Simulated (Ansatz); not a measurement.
`BCC(C)C` + H–F → `CC(C)CF` + BH₃ at 400 K and 1 bar (substitution at a C–B bond).

Calculated with Ansatz (gas phase, PBE0-D4/def2-TZVP geometries, no zero-point term in ΔE). CCSD(T)/CBS is the MP2 limit (def2-TZVPP, def2-QZVPP) plus CCSD(T) − MP2 in def2-TZVPP, frozen cores. This one scheme is used for every species. Each species was taken in one conformer, which may not be the lowest.

```
  species  CCSD(T)/CBS energy (Eh)  H − E (kJ/mol)  S (J/(mol·K))
`BCC(C)C`               -183.61500           406.0          375.9
      H–F               -100.39570            36.5          182.2
`CC(C)CF`               -257.42520           358.4          355.3
      BH₃                -26.55200            82.6          199.4
```

H − E and S are ideal-gas, rigid-rotor, harmonic terms from PBE0-D4/def2-TZVP, for one conformer and one mirror image of each species. 1 Eh = 2625.50 kJ/mol, R = 8.31446 J/(mol·K).

By hand: ΔE, ΔH, ΔS and ΔG.

ΔE = (-257.42520) + (-26.55200) − (-183.61500) − (-100.39570) = 0.03350 Eh = 88.0 kJ/mol. Δ(H − E) = 358.4 + 82.6 − 406.0 − 36.5 = -1.5, so ΔH = 86.5 kJ/mol. ΔS = 355.3 + 199.4 − 375.9 − 182.2 = -3.4 J/(mol·K). ΔG = 86.5 − 400 × (-3.4)/1000 = 87.9 kJ/mol.

By hand: the equilibrium constant, and the temperature at which ΔG would vanish if ΔH and ΔS stayed fixed.

log₁₀ K = −ΔG/(RT ln 10) = -11.5. ΔH and −TΔS have one sign here, so there is no such temperature. One of them is within its doubt of zero, so this could turn.

The number of gas molecules stays the same, so ΔS is small and ΔH decides. A doubt of 5 kJ/mol in ΔE shifts log₁₀ K by 0.7 here. Other conformers and mirror images would add mixing entropy, several J/(mol·K) or more a flexible species. These are equilibria of isolated gas molecules and say nothing of rates. Largest T1 diagnostic: 0.009 (customary marks: 0.02 for closed shells, 0.045 for open ones).
